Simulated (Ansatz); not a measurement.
C2H4N3 (SMILES c1n[nH]c[nH+]1), charge +1, singlet, at a GFN2-xTB geometry. Base run: CCSD(T)/cc-pVDZ run with Ansatz (a first-principles code).

The Ansatz input:
Ansatz 0.2 input:
```yaml
crystal:
  periodic: [false, false, false]
  atoms:
    - {symbol: C, position_ang: [-0.72438958, -0.87288884, -0.09129060]}
    - {symbol: N, position_ang: [0.55762667, -1.03705194, -0.15259445]}
    - {symbol: N, position_ang: [1.09045631, 0.16973986, -0.01179850]}
    - {symbol: C, position_ang: [0.15167649, 1.09037013, 0.13747465]}
    - {symbol: N, position_ang: [-1.01674140, 0.44847481, 0.09012567]}
    - {symbol: H, position_ang: [-1.44403652, -1.66418423, -0.17208821]}
    - {symbol: H, position_ang: [2.10037297, 0.28380633, -0.02835101]}
    - {symbol: H, position_ang: [0.29970022, 2.14638776, 0.27058309]}
    - {symbol: H, position_ang: [-1.93914925, 0.86096327, 0.17262278]}
basis:
  gaussian:
    orbitals: cc-pVDZ
total_charge: 1
magnetization: {spin_polarized: false}
correlation: {method: ccsd_t}
```

Each row names what was changed in the base input (with any setting that the change needs).

| change | ΔE vs base (mEh) | MP2 correlation (Eh) | CC correlation without the perturbative part (Eh) | basis functions | core-seconds (rough) |
|---|---|---|---|---|---|
| base | 0.000 | -0.73860 | -0.76144 | 90 | 6 |
| electrons = all | -11.711 | -0.75117 | -0.77293 | 90 | 8 |
| accuracy = high | -0.003 | -0.73860 | -0.76144 | 90 | 20 |
| method = rpa | ? | - | - | 90 | 2 |
| method = mp2 | ? | -0.73860 | - | 90 | 0.8 |
| method = bccd_t | -0.120 | -0.73860 | -0.76021 | 90 | 7 |
| diis_vectors = 2 | 0.000 | -0.73860 | -0.76144 | 90 | 7 |
| method = ccsd | ? | -0.73860 | -0.76144 | 90 | 4 |
| diis_vectors = 4 | 0.000 | -0.73860 | -0.76144 | 90 | 4 |
| electrons = outside_noble_gas | 0.000 | -0.73860 | -0.76144 | 90 | 7 |

### Question
What belongs in the gaps?

### Answer

- method = rpa, ΔE vs base (mEh): -8.697
- method = mp2, ΔE vs base (mEh): 53.003
- method = ccsd, ΔE vs base (mEh): 30.161
